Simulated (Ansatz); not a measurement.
Q: Name a neutral molecule of B, I and H with HOMO–LUMO gap (ωB97M-V/def2-TZVPP) between 9.20 and 9.50 eV and LUMO energy (ωB97M-V/def2-TZVPP) between -0.30 and 0.00 eV (Ansatz, PBE0-D4/def2-TZVP geometry).

A: `BI` (9.45 eV, -0.26 eV). Other molecules can fit too; these were computed, each in one conformer that needn't be the lowest.
